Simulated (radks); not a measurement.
Values are calculated unless marked as measured or tabulated.
Species: Ba II. Configuration: [Xe] 6s1. Code: a radial shooting solver on a logarithmic mesh with Libxc functionals. Model: Dirac Kohn-Sham, BLYP, spin-unpolarised, spherical densities, finite nucleus; Fermi nuclear charge, rms radius 4.8378 fm.

Normalised radial functions P(r) = r R(r) (large component), r in bohr:

| r | 4d3/2 | 5p3/2 | 6s1/2 |
|---|---|---|---|
| 0.0008933 | 0.0000 | 0.0003 | 0.0100 |
| 0.001211 | 0.0000 | 0.0006 | 0.0130 |
| 0.001654 | 0.0000 | 0.0010 | 0.0168 |
| 0.002242 | 0.0001 | 0.0018 | 0.0214 |
| 0.003038 | 0.0001 | 0.0032 | 0.0269 |
| 0.004117 | 0.0003 | 0.0057 | 0.0331 |
| 0.005625 | 0.0006 | 0.0100 | 0.0399 |
| 0.007623 | 0.0014 | 0.0172 | 0.0459 |
| 0.01033 | 0.0032 | 0.0288 | 0.0498 |
| 0.014 | 0.0070 | 0.0470 | 0.0490 |
| 0.01913 | 0.0156 | 0.0746 | 0.0399 |
| 0.02592 | 0.0331 | 0.1108 | 0.0197 |
| 0.03513 | 0.0680 | 0.1519 | -0.0123 |
| 0.04762 | 0.1327 | 0.1849 | -0.0503 |
| 0.06505 | 0.2451 | 0.1837 | -0.0786 |
| 0.08816 | 0.4044 | 0.1162 | -0.0709 |
| 0.1195 | 0.5836 | -0.0293 | -0.0124 |
| 0.1619 | 0.6928 | -0.2030 | 0.0749 |
| 0.2212 | 0.5810 | -0.2771 | 0.1186 |
| 0.2998 | 0.1453 | -0.1211 | 0.0450 |
| 0.4063 | -0.5234 | 0.2091 | -0.1069 |
| 0.5507 | -1.0951 | 0.4235 | -0.1727 |
| 0.7523 | -1.2228 | 0.2259 | -0.0253 |
| 1.02 | -0.8978 | -0.2930 | 0.2089 |
| 1.382 | -0.4491 | -0.7378 | 0.2720 |
| 1.873 | -0.1472 | -0.8092 | 0.0477 |
| 2.559 | -0.0273 | -0.5486 | -0.3221 |
| 3.467 | -0.0027 | -0.2452 | -0.5480 |
| 4.699 | -0.0001 | -0.0681 | -0.5051 |
| 6.369 | 0.0000 | -0.0103 | -0.2870 |
| 8.701 | 0.0000 | -0.0006 | -0.0911 |
| 11.79 | 0.0000 | 0.0000 | -0.0151 |

4d3/2: eigenvalue -96.559 eV, 1 radial node at r = 0.322 bohr, <r> = 0.795 bohr, 90 % of the charge inside 1.20 bohr. 5p3/2: eigenvalue -23.455 eV, 3 radial nodes at r = 0.113, 0.338, 0.868 bohr, <r> = 1.94 bohr, 90 % of the charge inside 2.85 bohr. 6s1/2: eigenvalue -7.582 eV, 5 radial nodes at r = 0.0316, 0.125, 0.330, 0.777, 1.95 bohr, <r> = 4.31 bohr, 90 % of the charge inside 6.21 bohr.
